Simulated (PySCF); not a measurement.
Simulation results for GeH$_{6}$NSi, ClGeH$_{3}$OSi, CH$_{8}$GeSi$_{2}$, ClGeH$_{3}$Si and others

Computed with PySCF 2.14.0. Calculation on a computer-drawn molecule: optimised geometry and harmonic frequencies of an isolated molecule of the commonest isotopes, restricted reference for singlets and unrestricted otherwise, frozen core in MP2; on germanium a core potential holds 10 electrons, which the energies leave out, and 3d is frozen in MP2 and coupled-cluster steps.

Common to all runs: charge 0; basis cc-pV(D+d)Z; basis and core potential on germanium cc-pVDZ-PP ECP10MDF.

```json
{"entry": 1, "formula": "GeH6NSi", "start_structure": {"atoms_angstrom": [["Si", 1.4914, 0.1602, 1.3304], ["N", 0.9441, -0.8924, 0.0692], ["Ge", -0.5304, -0.5797, -1.1673], ["H", 0.2908, 0.6875, 1.9443], ["H", 2.3545, 1.3041, 0.7675], ["H", 2.2721, -0.6427, 2.1751], ["H", 1.6454, -1.4653, -0.3273], ["H", -0.7361, -2.0885, -1.4284], ["H", -1.6397, -0.3441, -0.0155]]}, "given": {"multiplicity": 2, "method": "HF", "drawn_bonds_atom": [1, 2, 1, 1, 1, 2, 3, 3], "drawn_bonds_other_atom": [2, 3, 4, 5, 6, 7, 8, 9], "drawn_bonds_order": [1, 1, 1, 1, 1, 1, 1, 1]}, "results": {"optimised_atom_element": ["Si", "N", "Ge", "H", "H", "H", "H", "H", "H"], "optimised_atom_x [angstrom]": [1.522, 0.995, -0.6024, 0.3318, 2.515, 2.153, 1.706, -0.8076, -1.72], "optimised_atom_y [angstrom]": [0.1793, -0.7952, -0.7535, 0.8615, 1.21, -0.6509, -1.341, -2.143, -0.4278], "optimised_atom_z [angstrom]": [1.292, -0.03402, -0.9598, 1.847, 0.8968, 2.347, -0.4915, -1.593, 0.04431], "modes_frequency [cm^-1]": [58.0, 101.0, 189.7, 386.6, 540.0, 660.7, 751.2, 770.3, 840.7, 897.1, 938.0, 1018, 1047, 1077, 1284, 2151, 2182, 2280, 2300, 2321, 3771], "modes_reduced_mass [dalton]": [1.269, 1.222, 3.765, 1.166, 3.058, 1.078, 1.077, 1.215, 1.485, 1.185, 2.483, 1.055, 1.06, 1.07, 1.285, 1.017, 1.025, 1.049, 1.041, 1.029, 1.075], "rotational_constants [GHz]": [26.5, 2.006, 1.92], "total_energy [hartree]": -640.2505, "spin_squared": 0.7558, "convergence_status_largest_gradient_component [hartree/bohr]": 4.775e-06}}
{"entry": 2, "formula": "ClGeH3OSi", "start_structure": {"atoms_angstrom": [["Si", -0.146, 0.5381, -0.7288], ["O", -0.1469, 1.3923, 0.6832], ["Ge", 0.0541, 1.9592, 2.3028], ["Cl", 1.4106, 0.4705, 3.1515], ["H", -1.5203, 0.1071, -0.9717], ["H", 0.3326, 1.4611, -1.6899], ["H", 0.7218, -0.6655, -0.5685]]}, "given": {"multiplicity": 1, "method": "HF", "drawn_bonds_atom": [1, 2, 3, 1, 1, 1], "drawn_bonds_other_atom": [2, 3, 4, 5, 6, 7], "drawn_bonds_order": [1, 1, 1, 1, 1, 1]}, "results": {"optimised_atom_element": ["Si", "O", "Ge", "Cl", "H", "H", "H"], "optimised_atom_x [angstrom]": [-0.06931, 0.1663, 0.4741, 0.5571, -1.262, -0.2761, 1.116], "optimised_atom_y [angstrom]": [0.597, 1.749, 2.104, 0.0165, -0.2148, 1.291, -0.2791], "optimised_atom_z [angstrom]": [-0.6354, 0.5322, 2.232, 3.026, -0.3185, -1.923, -0.7349], "modes_frequency [cm^-1]": [77.23, 80.05, 113.3, 252.3, 370.5, 501.4, 788.6, 790.8, 989.9, 1038, 1042, 1087, 2325, 2326, 2338], "modes_reduced_mass [dalton]": [7.542, 1.056, 5.439, 10.15, 39.09, 7.623, 1.196, 1.237, 6.644, 1.059, 1.053, 1.203, 1.051, 1.052, 1.018], "rotational_constants [GHz]": [3.935, 1.723, 1.215], "total_energy [hartree]": -1118.5475, "convergence_status_largest_gradient_component [hartree/bohr]": 8.695e-06}}
{"entry": 3, "formula": "ClGeH3OSi", "start_structure": {"atoms_angstrom": [["Si", -0.0693, 0.597, -0.6354], ["O", 0.1663, 1.7486, 0.5322], ["Ge", 0.4741, 2.1041, 2.232], ["Cl", 0.5571, 0.0165, 3.026], ["H", -1.2621, -0.2148, -0.3185], ["H", -0.2761, 1.2906, -1.9229], ["H", 1.1159, -0.2791, -0.7349]]}, "given": {"multiplicity": 1, "method": "MP2", "drawn_bonds_atom": [1, 2, 3, 1, 1, 1], "drawn_bonds_other_atom": [2, 3, 4, 5, 6, 7], "drawn_bonds_order": [1, 1, 1, 1, 1, 1]}, "results": {"optimised_atom_element": ["Si", "O", "Ge", "Cl", "H", "H", "H"], "optimised_atom_x [angstrom]": [-0.06257, 0.1604, 0.4746, 0.524, -1.245, -0.2807, 1.135], "optimised_atom_y [angstrom]": [0.6113, 1.894, 2.072, -0.07118, -0.1919, 1.205, -0.2562], "optimised_atom_z [angstrom]": [-0.5992, 0.4756, 2.24, 2.852, -0.2182, -1.936, -0.6353], "modes_frequency [cm^-1]": [91.38, 109.3, 118.7, 235.4, 378.4, 512.1, 739.8, 744.9, 912.2, 985.1, 991.8, 1030, 2295, 2300, 2302], "modes_reduced_mass [dalton]": [8.157, 3.053, 1.251, 10.04, 39.99, 6.814, 1.192, 1.263, 9.334, 1.052, 1.05, 1.134, 1.022, 1.053, 1.047], "rotational_constants [GHz]": [3.757, 1.842, 1.254], "total_energy [hartree]": -1119.0442, "convergence_status_largest_gradient_component [hartree/bohr]": 1.32e-05}}
{"entry": 4, "formula": "CH8GeSi2", "start_structure": {"atoms_angstrom": [["Si", 2.1736, -1.2156, 1.9947], ["Si", 0.0915, -2.1505, 1.7203], ["C", -1.4835, -1.2709, 1.4924], ["Ge", -1.5934, 0.6483, 1.2725], ["H", 2.2452, -0.2829, 3.1758], ["H", 2.5585, -0.5697, 0.7671], ["H", 3.1856, -2.2626, 2.2849], ["H", 0.0556, -3.6244, 1.9465], ["H", -2.3793, -1.8177, 1.3781], ["H", -2.9056, 1.0436, 0.9246], ["H", -0.6627, 1.2052, 0.19], ["H", -1.1595, 1.4131, 2.5344]]}, "given": {"multiplicity": 1, "method": "HF", "drawn_bonds_atom": [1, 2, 3, 1, 1, 1, 2, 3, 4, 4, 4], "drawn_bonds_other_atom": [2, 3, 4, 5, 6, 7, 8, 9, 10, 11, 12], "drawn_bonds_order": [1, 2, 1, 1, 1, 1, 1, 1, 1, 1, 1]}, "results": {"optimised_atom_element": ["Si", "Si", "C", "Ge", "H", "H", "H", "H", "H", "H", "H", "H"], "optimised_atom_x [angstrom]": [2.208, 0.02962, -1.409, -1.559, 2.334, 2.521, 3.162, -0.03149, -2.35, -2.283, -0.1549, -2.341], "optimised_atom_y [angstrom]": [-1.224, -2.139, -1.247, 0.665, -0.1377, -0.6992, -2.308, -3.604, -1.792, 0.9831, 1.287, 1.332], "optimised_atom_z [angstrom]": [1.789, 1.833, 1.66, 1.389, 2.784, 0.4422, 2.123, 2.025, 1.7, 0.07309, 1.333, 2.53], "modes_frequency [cm^-1]": [26.12, 81.05, 120.3, 186.8, 239.3, 426.0, 442.7, 538.5, 579.4, 583.5, 658.5, 680.2, 783.1, 867.1, 920.8, 959.8, 974.2, 979.9, 1023, 1023, 1038, 1241, 2191, 2195, 2221, 2308, 2320, 2325, 2327, 3298], "modes_reduced_mass [dalton]": [1.081, 4.901, 1.072, 3.265, 4.407, 6.133, 1.057, 2.089, 1.188, 1.191, 1.108, 1.553, 1.199, 1.207, 1.08, 1.021, 1.023, 1.096, 1.039, 1.039, 1.419, 3.015, 1.023, 1.023, 1.012, 1.037, 1.043, 1.047, 1.034, 1.086], "rotational_constants [GHz]": [4.791, 1.054, 0.8823], "total_energy [hartree]": -913.7085, "convergence_status_largest_gradient_component [hartree/bohr]": 1.939e-05}}
{"entry": 5, "formula": "ClGeH3Si", "start_structure": {"atoms_angstrom": [["Si", 0.9326, -0.1377, -3.3659], ["Ge", 2.7054, 0.1513, -1.7349], ["Cl", 0.8251, 1.7105, -1.8968], ["H", 0.0361, -0.9806, -2.3831], ["H", 3.7344, 1.2254, -2.272], ["H", 2.9591, 0.476, -0.1957]]}, "given": {"multiplicity": 1, "method": "HF", "drawn_bonds_atom": [1, 2, 1, 2, 2], "drawn_bonds_other_atom": [2, 3, 4, 5, 6], "drawn_bonds_order": [1, 1, 1, 1, 1]}, "results": {"optimised_atom_element": ["Si", "Ge", "Cl", "H", "H", "H"], "optimised_atom_x [angstrom]": [0.9242, 2.619, 0.8655, 0.206, 3.835, 2.743], "optimised_atom_y [angstrom]": [-0.3304, 0.4468, 1.941, -0.9981, 1.27, 0.1154], "optimised_atom_z [angstrom]": [-3.34, -1.814, -1.933, -2.192, -2.242, -0.3268], "modes_frequency [cm^-1]": [71.77, 330.9, 367.9, 402.3, 578.3, 588.2, 723.8, 770.0, 959.3, 2171, 2235, 2238], "modes_reduced_mass [dalton]": [22.8, 27.38, 15.33, 1.052, 1.033, 1.06, 1.058, 1.081, 1.026, 1.042, 1.02, 1.021], "rotational_constants [GHz]": [4.253, 3.605, 2.035], "total_energy [hartree]": -1043.5448, "convergence_status_largest_gradient_component [hartree/bohr]": 1.802e-05}}
{"entry": 6, "formula": "Cl2GeH2Si", "start_structure": {"atoms_angstrom": [["Si", 0.1064, 0.7434, -3.069], ["Ge", -0.3108, 2.5109, -1.5749], ["Cl", 1.5365, 3.5606, -1.2753], ["Cl", -2.0171, 3.8459, -2.4498], ["H", 0.8882, -0.3562, -2.3026], ["H", -0.8937, 2.1186, -0.3245]]}, "given": {"multiplicity": 1, "method": "HF", "drawn_bonds_atom": [1, 2, 2, 1, 2], "drawn_bonds_other_atom": [2, 3, 4, 5, 6], "drawn_bonds_order": [1, 1, 1, 1, 1]}, "results": {"optimised_atom_element": ["Si", "Ge", "Cl", "Cl", "H", "H"], "optimised_atom_x [angstrom]": [0.2589, -0.4432, 1.474, -1.876, 0.8084, -0.9128], "optimised_atom_y [angstrom]": [0.7437, 2.401, 3.453, 3.839, -0.1273, 2.114], "optimised_atom_z [angstrom]": [-3.262, -1.604, -1.408, -2.386, -2.152, -0.1839], "modes_frequency [cm^-1]": [57.5, 118.7, 150.1, 215.9, 336.4, 405.0, 425.8, 684.5, 736.0, 792.7, 2164, 2257], "modes_reduced_mass [dalton]": [21.0, 16.48, 13.24, 1.101, 11.48, 37.49, 38.41, 1.089, 1.05, 1.046, 1.042, 1.021], "rotational_constants [GHz]": [2.234, 1.798, 1.163], "total_energy [hartree]": -1502.5205, "convergence_status_largest_gradient_component [hartree/bohr]": 1.767e-05}}
```
